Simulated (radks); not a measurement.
Results of a calculation; reference values are marked as such.
Spherical quantum dot in the effective-mass picture: electrons in a hard-walled sphere of radius 1.69, with a point charge +2 (a donor) at the centre, all in effective atomic units (hartree* = m*/eps^2 hartree, bohr* = eps/m* bohr), one dielectric constant everywhere. Level of theory: non-relativistic Kohn-Sham, PBE, spin-polarised, spherical densities (a radial shooting solver with Libxc functionals). Levels are named by radial order and angular momentum (1s, 1p, 1d, 2s, ...), and open shells are averaged over m. Results are scaled to m* = 0.163 and eps = 9, for which hartree* = 54.76 meV and bohr* = 2.922 nm.

N = 22, configuration 1s2 1p6 1d10 2s2 1f(up 2, down 0). This is the lowest configuration that the search found. Occupied and some empty levels:

level,occupation,eigenvalue (meV),<r> (nm)
1s up,1,944.26,2.693
1s down,1,946.54,2.678
1p up,3,1025.9,3.185
1p down,3,1029.1,3.180
1d up,5,1129.9,3.388
1d down,5,1133.6,3.385
2s up,1,1169.2,2.192
2s down,1,1170.8,2.202
1f up,2,1262.4,3.528
1f down,0,1266.3,3.527
2p up,0,1411.0,2.546
2p down,0,1412.6,2.547
1g up,0,1422.0,3.636
1g down,0,1426.0,3.635
2d up,0,1634.2,2.793
2d down,0,1636.2,2.793

Energy (meV): total 13638.1, kinetic 6465.1, external -2632.1, Hartree 10950, exchange-correlation -1145.0.

Electron density:

r (nm),n(r) (e/nm^3)
0.378,0.2361
0.747,0.1412
1.12,0.08699
1.49,0.06000
1.86,0.05212
2.22,0.05701
2.59,0.06825
2.96,0.07819
3.33,0.07900
3.70,0.06587
4.07,0.04097
4.44,0.01499
4.81,0.0009954
